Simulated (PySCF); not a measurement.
## Radial density of Ga (gallium, neutral)

UHF, [Ar] 3d10 4s1 4p1 5s1, high-spin 4P determinant (an excited configuration). Computed with PySCF 2.14 in aug-cc-pVTZ-DK, with scalar relativity by spin-free X2C-1e.

```csv
r (bohr),4πr²ρ (e/bohr),4πr²(ρα − ρβ)
0.000842,0.2933,0.0001
0.00142,0.7278,0.0003
0.00238,1.767,0.0008
0.00401,4.143,0.0018
0.00674,9.161,0.0041
0.0113,18.27,0.0079
0.0191,30.50,0.0123
0.0321,38.01,0.0124
0.0539,33.00,0.0072
0.0907,32.65,0.0242
0.153,43.96,0.0404
0.257,27.31,-0.0335
0.432,23.96,0.0567
0.726,21.82,-0.0291
1.22,5.555,0.3608
2.05,1.340,0.9602
3.46,0.4177,0.4116
5.81,0.1917,0.1917
9.78,0.08246,0.0825
16.4,0.001510,0.0015
```

Densities and radii are taken from the X2C orbitals without a picture-change correction, which distorts them close to the nucleus.

The outer electron is Rydberg-like, and this basis confines it to a smaller radius and binds it less than a complete one would.

Q: Where is the radial spin density 4πr²(ρα − ρβ) most negative, and why is it negative at all?

A: Around r = 0.257 bohr, down to -0.0335 e/bohr: exchange with the open shell polarises the paired shells in an unrestricted calculation.
